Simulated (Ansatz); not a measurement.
Mulliken charges of C₂H₃AlCl₃N, SMILES `CC#[N+][Al-]([Cl])([Cl])[Cl]` from PBE/def2-TZVPP in Ansatz (PBE0-D4/def2-TZVP geometry).

| atom | x (Å) | y (Å) | z (Å) | charge (e) |
| --- | --- | --- | --- | --- |
| C1 | 0.173 | -1.382 | 1.757 | -0.093 |
| C2 | 0.066 | -0.496 | 0.628 | -0.099 |
| N3 | -0.018 | 0.206 | -0.268 | 0.192 |
| Al4 | -0.162 | 1.418 | -1.816 | 0.368 |
| Cl5 | 1.868 | 1.809 | -2.225 | -0.265 |
| Cl6 | -1.270 | 3.011 | -0.994 | -0.265 |
| Cl7 | -1.173 | 0.198 | -3.205 | -0.265 |
| H8 | 0.021 | -2.411 | 1.428 | 0.143 |
| H9 | 1.164 | -1.284 | 2.203 | 0.143 |
| H10 | -0.586 | -1.120 | 2.497 | 0.143 |

**Question.** By hand: the dipole of these point charges (1 e Å = 4.8032 D).

**Answer.** Σ q r = (0.152, -1.279, 1.633) e Å, of length 2.080 e Å = 9.99 D.

**Question.** How does the dipole of the full density compare? (An estimate is asked.)

**Answer.** Ansatz gave: (0.148, -1.239, 1.582) e Å, 9.68 D; the point charges give 1.03 times that, at 0° from its direction.

Point charges leave out the atoms' own dipoles, such as those of lone pairs, and Mulliken's split depends on the basis, so the close match here is no proof of good charges.
